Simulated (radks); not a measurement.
Species: the vanadium ion V3+. Configuration: [Ar] 3d2 (the NIST ground configuration).

Method: scalar-relativistic Kohn-Sham, PBEsol, spin-unpolarised, spherical densities, finite nucleus; Fermi nuclear charge, rms radius 3.6002 fm; computed with a radial shooting solver on a logarithmic mesh with Libxc functionals.

Energy parts (hartree):
total: -946.11598
kinetic: 954.83793
electron-nucleus: -2228.10548
Hartree: 370.35814
exchange-correlation: -43.20657

Orbitals (lengths in bohr, moments of r in powers of bohr; r(max) is where P^2 peaks; r(90%) holds 90 % of the orbital's charge):
| orbital | occ. | eigenvalue (hartree) | <r^4> | r(max) | r(90%) | <r> |
|---|---|---|---|---|---|---|
| 1s | 2 | -198.1856 | 0.00009096 | 0.04353 | 0.119 | 0.06649 |
| 2s | 2 | -23.40173 | 0.02224 | 0.2558 | 0.479 | 0.3085 |
| 2p | 6 | -19.75883 | 0.01763 | 0.2081 | 0.451 | 0.2742 |
| 3s | 2 | -3.80565 | 1.636 | 0.8164 | 1.40 | 0.9379 |
| 3p | 6 | -2.83571 | 2.279 | 0.8390 | 1.52 | 0.9940 |
| 3d | 2 | -1.35643 | 6.299 | 0.8526 | 1.95 | 1.176 |

The highest occupied level is 3d at -36.910 eV. The electron density at the nucleus is 9919 e/bohr^3 (large components only). The density falls to 0.001 e/bohr^3 at r = 2.79 bohr. For comparison, the ionisation energy in NIST's Atomic Spectra Database is 46.709 eV (measured). In exact Kohn-Sham theory the highest level is minus the ionisation energy, but local and semilocal functionals leave it too shallow, through self-interaction and a potential that decays too fast; potentials with the right tail come closer.

Beside tabulated values, note that spin-unpolarised runs miss the spin-polarisation part of the exchange energy of open shells.
